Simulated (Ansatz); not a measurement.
**Relaxing a trial structure of C5H6AlN**

The starting geometry of this gas-phase singlet was optimised with GFN2-xTB; its bonds are those of `C#C[CH2][AlH][CH2]C#N`.

```xyz
13

C     1.8122    0.4861   -1.9322
C     0.6244    0.4404   -1.7624
C    -0.8058    0.3917   -1.5126
C     0.4926   -0.2664    1.6804
C    -0.0600   -1.5769    1.5049
Al   -0.8497    0.6380    0.4730
N    -0.5516   -2.5995    1.3286
H     2.8406    0.5172   -2.1381
H    -1.3052    1.1767   -2.0952
H    -1.1878   -0.5740   -1.8713
H    -1.9408    1.4574    1.1874
H     1.5389   -0.2806    1.3537
H     0.4556   -0.0041    2.7443
```

Q: Where would you expect an optimisation with B3LYP-D3(BJ)/def2-SVP to take it?

A: New bonds form, giving a structure given below by its coordinates. Distances that change by over a tenth: C3–Al6 (2.00 → 2.46 Å). Contacts that close: C1–Al6 (3.59 → 2.00 Å), C2–Al6 (2.68 → 2.12 Å).

The energy falls by 0.59 eV over 46 steps:

```
step  E − E(last) (eV)
   1             0.588
   6             0.396
  11             0.340
  16             0.213
  21             0.083
  26             0.057
  31             0.050
  36             0.025
  41             0.001
  46             0.000
```

Final geometry (Å):

```xyz
13

C     1.3656    0.7472   -1.4010
C     0.1888    0.3356   -1.7336
C    -1.1142    0.0681   -1.5035
C     0.4078   -0.4150    1.6421
C     0.1702   -1.7104    1.0417
Al    0.2934    1.0314    0.2673
N    -0.0506   -2.7057    0.4844
H     2.3124    0.7990   -1.9333
H    -1.8915    0.7683   -1.8295
H    -1.4177   -0.9490   -1.2290
H    -0.2730    2.4618    0.6029
H     1.4051   -0.3963    2.1140
H    -0.3329   -0.2291    2.4379
```

No frequencies were run, so the end isn't proven a minimum. Run with Ansatz 0.2.0, 63 s on 2 threads of AMD EPYC 9R45 96-Core Processor (Zen 5), with other jobs on the host.
